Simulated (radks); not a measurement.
Valence configurations of Ir III (all share [Xe]). All-electron calculation, non-relativistic Kohn-Sham, LDA (Slater exchange, Perdew-Wang correlation), spin-polarised, spherical densities, point nucleus; open shells are filled with parallel spins first (spin-orbit coupling, left out, can overturn this in heavy ions); relativity is left out, which matters for an element this heavy. Program: a radial shooting solver on a logarithmic mesh with Libxc functionals. Energies are relative to 4f14 5d7; eigenvalues in eV for spin up.

| valence | E (eV) | moment (Bohr magnetons) | e(4f) | e(5d) | e(6p) | e(6s) |
|---|---|---|---|---|---|---|
| 4f14 5d7 | 0.000 | 3 | -91.178 | -26.170 | - | - |
| 4f14 5d6 6s1 | 5.217 | 5 | -95.560 | -29.660 | - | -21.364 |
| 4f14 5d6.5 6p0.5 | 5.411 | 4 | -93.919 | -28.412 | -15.061 | - |
| 4f14 5d5 6s2 | 13.258 | 5 | -100.21 | -33.142 | - | -22.651 |
| 4f13.5 5d6 6s1.5 | 44.698 | 5 | -104.03 | -32.167 | - | -22.135 |
| 4f13 5d8 | 71.051 | 3 | -103.30 | -27.455 | - | - |
| 4f13 5d7 6s1 | 77.978 | 5 | -107.87 | -31.119 | - | -21.582 |
| 4f13 5d7 6p1 | 83.984 | 5 | -108.99 | -32.109 | -16.221 | - |
| 4f13 5d6 6s2 | 87.552 | 5 | -112.70 | -34.748 | - | -22.879 |
| 4f11 5d9 6s1 | 252.22 | 5 | -133.56 | -33.951 | - | -21.935 |

NIST lists [Xe] 4f14 5d7 as the ground configuration; this level of theory agrees among the configurations tried. The energies are those of spherical high-spin densities, not of single terms. Relativity is left out, which favours d and f over s occupation in heavy atoms.
